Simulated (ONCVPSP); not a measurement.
**Re: one change to an ONCV potential, before and after**

ONCVPSP 4.0.1 input, shortened (lines: element, Z, core and valence counts, functional; n l f; lmax; l rc ep ncon nbas qcut; lloc lpopt rc5 dvloc0; l nproj debl; icmod fcfact rcfact), PBE, fully relativistic:

```
  Re 75.00   12    2        4      upf
    1    0    2.00
    2    0    2.00
    2    1    6.00
    3    0    2.00
    3    1    6.00
    3    2   10.00
    4    0    2.00
    4    1    6.00
    4    2   10.00
    4    3   14.00
    5    0    2.00
    5    1    6.00
    5    2    5.00
    6    0    2.00
    2
    0    2.70    0.00    3    6    2.80
    1    2.85    0.23    4    7    2.50
    2    2.15    0.00    4    9    6.10
    4    4    1.70    6.00
    0    2    1.70
    1    2    2.50
    2    1    0.80
    0    0.00    0.00
```

Open shells are filled in proportion to 2j + 1.

In the p channel the program set the typed energies aside and used 0.050, 2.550 Ha (j = l + 1/2; the other j can differ).

Change: p: debl 5.15. In the p channel the program set the typed energies aside and used 0.050, 5.200 Ha (j = l + 1/2; the other j can differ).

Cutoffs: the cutoffs (Ha) at which the residual kinetic energy of the hardest occupied pseudo-wave falls to 1 and 0.1 mHa per electron; they do not see the model core or the augmentation charge, which bear on the density cutoff. Errors are all-electron minus pseudo energies relative to the spin-unpolarised reference configuration.

Task: Predict the effect on cutoff, ghosts and configuration errors.

Result: The potential gets neither clearly harder nor softer (14 Ha and 16 Ha → 14 Ha and 16 Ha); the errors of the 4 common tests hardly move; the range in which the p3/2 phases agree narrows (upper end 2.8 → 1.5); the range in which the p1/2 phases agree narrows (upper end 4.1 → 1.6); neither file shows a bound ghost.

```csv
quantity,base,changed
"cutoff, loose",14 Ha,14 Ha
"cutoff, tight",16 Ha,16 Ha
bound ghosts,none,none
GHOST(+) flags under 300 eV,s at 104.8 eV,"s at 104.8 eV, p3/2 at 170.7 eV"
"error for 5d5 6s1, meV [ΔE 9.26 eV]",+5.3,+5.3
"error for 5d5 6s0, meV [ΔE 25.58 eV]",+57,+57
"error for 5d4 6s0, meV [ΔE 52.70 eV]",+109,+109
"error for 5d3 6s0, meV [ΔE 92.03 eV]",+110,+110
s: phases at 2.74 bohr within 0.05 rad from the reference energy up to (Ha; the scan ends near 5),2.2,2.2
p3/2: phases at 2.89 bohr within 0.05 rad from the reference energy up to (Ha; the scan ends near 5),2.8,1.5
p1/2: phases at 2.89 bohr within 0.05 rad from the reference energy up to (Ha; the scan ends near 5),4.1,1.6
d5/2: phases at 2.18 bohr within 0.05 rad from the reference energy up to (Ha; the scan ends near 5),1.6,1.6
d3/2: phases at 2.18 bohr within 0.05 rad from the reference energy up to (Ha; the scan ends near 5),1.5,1.5
```
